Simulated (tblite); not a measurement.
Species: C3H8NOSi (doublet state).
Geometry (GFN2-xTB, Å), atoms numbered from 1 in this order:
```xyz
14
C3H8NOSi angstrom
C      2.2388   -0.9002   -0.3931
N      0.9539   -0.3409   -0.1270
C      0.8731    0.7381    0.5893
Si    -0.7615    1.5135    0.7906
O     -2.1240    0.7805    0.3290
C     -2.3125   -0.3542   -0.4710
H      3.0645   -0.3482    0.0810
H      2.2524   -1.9352   -0.0417
H      2.3992   -0.9196   -1.4749
H      1.7764    1.2368    0.9687
H     -1.2366    2.4695    1.7560
H     -2.9991   -1.0265    0.0475
H     -1.3665   -0.8630   -0.6554
H     -2.7586   -0.0510   -1.4211
```

All values are computed: GFN2-xTB (tblite) harmonic vibrations without scaling, gas phase. Errors from tens to a few hundred cm⁻¹ against measured bands are possible. Modes of hydrogen on silicon can be 10 to 20 % off. One conformer, not necessarily the lowest. Open shells enter through the occupations alone, without spin polarisation, and single modes of such species can be off by tens of per cent.

Harmonic wavenumbers (cm⁻¹): 83.0, 86.5, 120.6, 131.9, 172.1, 174.2, 215.2, 238.5, 345.5, 453.9, 622.7, 748.1, 798.5, 922.9, 1040.6, 1069.4, 1128.9, 1133.1, 1150.3, 1168.1, 1303.0, 1389.8, 1412.5, 1465.2, 1472.0, 1475.3, 1476.8, 1500.4, 2471.5, 2802.9, 2856.0, 2936.5, 2962.0, 2963.3, 2976.9, 2996.5.

A = 5038, B = 1719, C = 1304 MHz; mass 102.038 u (most abundant isotopes); point group C1, symmetry number 1; spin multiplicity 2.

Question: What is the zero-point energy?

Answer: Half the sum of the wavenumbers: 23132 cm⁻¹ = 66.14 kcal/mol.

Question: Give the ideal-gas entropy at 200 K and 1 bar in the rigid-rotor, harmonic-oscillator model (classical rotation).

Answer: Translation 37.82, rotation 26.55, vibration 17.54, spin (R ln 2) 1.38: S = 83.3 cal/(mol K).

Question: And Cp and H(200 K) − H(0)?

Answer: Cp = 25.68 cal/(mol K), of which vibrations give 17.73 (their classical limit is 36 R = 71.5); H(200 K) − H(0) = 3.56 kcal/mol without the zero-point energy, 1.97 from vibrations.

Question: Which modes carry the vibrational entropy at 200 K?

Answer: 83.0 cm⁻¹: 3.04; 86.5 cm⁻¹: 2.96; 120.6 cm⁻¹: 2.33; 131.9 cm⁻¹: 2.16; 172.1 cm⁻¹: 1.69; 174.2 cm⁻¹: 1.66 cal/(mol K); the other 30 give 3.69 together.

Question: What must be added to the electronic energy to get the Gibbs energy at 200 K and 1 bar?

Answer: ZPE + [H(200 K) − H(0)] − T·S = 66.14 + 3.56 − 16.66 = 53.04 kcal/mol.

Question: Blend soft modes into free rotors: weight 1/[1 + (100 cm⁻¹/ν̃)⁴] for the oscillator and the rest for a rotor with moment μB/(μ + B), μ = h/(8π²ν), B = 10⁻⁴⁴ kg m². What vibrational entropy results?

Answer: 17.11 cal/(mol K) in place of 17.54, which changes −T·S at 200 K by +0.09 kcal/mol.

Question: How do the functions run with temperature in this model?

Answer: 
```
 T (K)  S (cal/(mol K))  Cp (cal/(mol K))  H − H(0) (kcal/mol)  G − H(0) (kcal/mol)  ln q(vib)
    50             56.7              12.8                 0.47                -2.36       0.25
   100             67.8              19.2                 1.29                -5.49       1.32
298.15             94.6              31.2                 6.35               -21.85       6.19
373.15            102.1              35.7                 8.86               -29.22       7.83
   500            113.5              42.7                13.84               -42.91      10.43
   750            132.9              53.1                25.90               -73.78      15.13
  1000            149.2              60.3                40.13              -109.11      19.38
```

q(vib) and H(0) count from the zero-point level.

Hindered rotation and anharmonicity are outside this model. Other conformers, if any are populated, would add a mixing term that is left out.
